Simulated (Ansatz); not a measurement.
A nudged elastic band was laid between two geometries of C$_{3}$H$_{5}$BrO (10 atoms, charge 0, multiplicity 1).

All numbers below come from Ansatz, RKS PBE/def2-SVP.

```
movable images  : 7
climbing image  : yes
spring          : 5.0 eV/Å²
optimiser       : quadratic models (default)
start path      : IDPP
force threshold : 0.03 eV/Å
iteration limit : 42
end points      : relaxed
```

First end point:

```xyz
10
Properties=species:S:1:pos:R:3
O 0.301 -1.909 0.726
C 0.773 -0.770 0.023
C -0.353 0.096 -0.478
C -0.476 1.393 -0.148
Br -1.885 2.510 -0.742
H -0.250 -1.576 1.460
H 1.347 -1.170 -0.841
H 1.488 -0.155 0.624
H -1.106 -0.394 -1.118
H 0.244 1.923 0.496
```

Last end point:

```xyz
10
Properties=species:S:1:pos:R:3
O 0.328 -1.688 1.080
C 0.740 -0.735 0.111
C -0.381 0.162 -0.353
C -0.400 1.486 -0.126
Br -1.793 2.640 -0.690
H -0.337 -2.265 0.662
H 1.204 -1.228 -0.782
H 1.539 -0.129 0.587
H -1.218 -0.312 -0.897
H 0.400 2.017 0.412
```

(1) Which bonds break or form, and what moves?

(2) What energy profile does the band end with?

(3) What is the geometry of the highest image?

(4) What are the harmonic wavenumbers there?

Answers

(1) No bond is made or broken. The dihedral H6–O1–C2–C3 goes from -58 to 62°.

(2) The run converged. The highest image is number 4 of 0 to 8, 9.9 kJ/mol above the first end and 3.3 kJ/mol above the last; the last end lies 6.6 kJ/mol above the first. A vibrational analysis at the climbing image gives one clearly imaginary mode, 324i cm⁻¹: a first-order saddle point.

```csv
image,path coordinate (Å),energy (kJ/mol),dihedral H6–O1–C2–C3 (°)
0,0.00,0.0,-58
1,0.21,0.6,-49
2,0.42,3.8,-31
3,0.63,8.1,-10
4,0.84,9.9,11
5,1.01,9.2,27
6,1.19,7.7,42
7,1.36,6.8,54
8,1.53,6.6,62
```

(3) 
```xyz
10
Properties=species:S:1:pos:R:3:forces:R:3
O 0.414 -1.793 0.953 -0.01 -0.02 0.01
C 0.791 -0.765 0.047 0.01 0.02 -0.02
C -0.356 0.110 -0.373 0.00 0.00 0.00
C -0.408 1.428 -0.112 0.00 0.00 0.00
Br -1.832 2.556 -0.643 0.00 0.00 0.00
H -0.559 -1.817 0.982 0.00 0.00 0.00
H 1.242 -1.217 -0.873 0.00 0.00 0.00
H 1.590 -0.146 0.516 0.00 0.00 0.00
H -1.184 -0.373 -0.924 0.00 0.00 0.00
H 0.385 1.966 0.430 0.00 0.00 0.00
```

(4) 324i, 94, 153, 230, 314, 458, 710, 768, 923, 938, 1018, 1089, 1161, 1224, 1228, 1253, 1369, 1442, 1640, 2894, 2965, 3078, 3130, 3719 cm⁻¹.

The run took 2.7 min on 2 threads of Intel(R) Xeon(R) Platinum 8175M CPU @ 2.50GHz (Skylake/Cascade Lake), with other jobs on the host, peak memory 0.17 GiB.
